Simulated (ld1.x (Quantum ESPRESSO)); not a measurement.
## u(r) = r·R(r): atom against pseudo-atom (zinc)

Columns: radius, all-electron u(r) and pseudo u(r) of the 3d shell (level -30.73 eV) of zinc in the configuration [Ne] 3s2 3p6 3d10 4s0 4p0; revPBE, scalar-relativistic, TM scheme, ld1.x (Quantum ESPRESSO) 7.5.

```tsv
r (bohr)	all-electron	pseudo
0.065	0.0460	0.0061
0.130	0.2118	0.0463
0.195	0.4318	0.1438
0.260	0.6418	0.3031
0.325	0.8106	0.5082
0.390	0.9305	0.7274
0.455	1.0046	0.9246
0.520	1.0402	1.0704
0.585	1.0461	1.1509
0.650	1.0309	1.1683
0.715	1.0013	1.1365
0.780	0.9626	1.0741
0.845	0.9185	0.9981
0.910	0.8717	0.9210
0.975	0.8238	0.8499
1.040	0.7763	0.7874
1.105	0.7297	0.7332
1.170	0.6847	0.6854
1.235	0.6415	0.6415
1.300	0.6003	0.6003
1.365	0.5612	0.5612
1.430	0.5243	0.5243
1.495	0.4894	0.4894
1.560	0.4566	0.4566
1.625	0.4257	0.4257
1.690	0.3967	0.3967
```

Question: How many radial nodes do the two functions have?

Answer: The all-electron 3d function has n − l − 1 = 0; the pseudo-wave has 0.

Question: At about which radius was the pseudo-wave matched?

Answer: 1.30 bohr, where the columns begin to agree (steps of 0.07 bohr).

Question: Is the pseudo-wave norm-conserving?

Answer: Yes: the TM scheme keeps the norm inside the radius equal to the all-electron one, which fixes the energy derivative of the logarithmic derivative at the level.
